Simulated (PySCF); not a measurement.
**GaH: from constants to spectrum**

RHF-CCSD(T) constants of GaH, ¹Σ⁺ (singlet), closed shell (basis Ga cc-pVDZ-PP with ECP10, H cc-pVDZ; scalar-relativistic core potentials; PySCF 2.14; masses 68.9256 and 1.0078 u):

- ωe: 1583.9 cm⁻¹
- ωexe: 24.6 cm⁻¹
- Be: 6.0509 cm⁻¹
- αe: 0.170 cm⁻¹
- D (centrifugal): 0.000353 cm⁻¹
- De to Ga + H: 2.79 eV

(1) Give the band origin of the fundamental and the first lines of its P and R branches.

(2) Near which J would the R branch turn back, without centrifugal distortion?

Correlated steps freeze 4 core orbitals. Correlated levels converge slowly with the basis: in double zeta they bind strong bonds too weakly, by up to about 1 eV, and carry superposition errors of some tenths. Where the molecule has an RHF reference, its open-shell atoms are computed with UHF.

Answers

(1) ν0 = ωe − 2ωexe = 1534.7 cm⁻¹, B0 = 5.9659, B1 = 5.7959 cm⁻¹.

```json
{"J″": "0", "P(J″) − ν0": "", "R(J″) − ν0": "11.590"}
{"J″": "1", "P(J″) − ν0": "-11.930", "R(J″) − ν0": "22.832"}
{"J″": "2", "P(J″) − ν0": "-24.192", "R(J″) − ν0": "33.717"}
{"J″": "3", "P(J″) − ν0": "-36.777", "R(J″) − ν0": "44.237"}
{"J″": "4", "P(J″) − ν0": "-49.677", "R(J″) − ν0": "54.382"}
{"J″": "5", "P(J″) − ν0": "-62.883", "R(J″) − ν0": "64.146"}
{"J″": "6", "P(J″) − ν0": "-76.386", "R(J″) − ν0": "73.518"}
```

(2) At J ≈ (B0 + B1)/(2(B0 − B1)) − 1 ≈ 34.
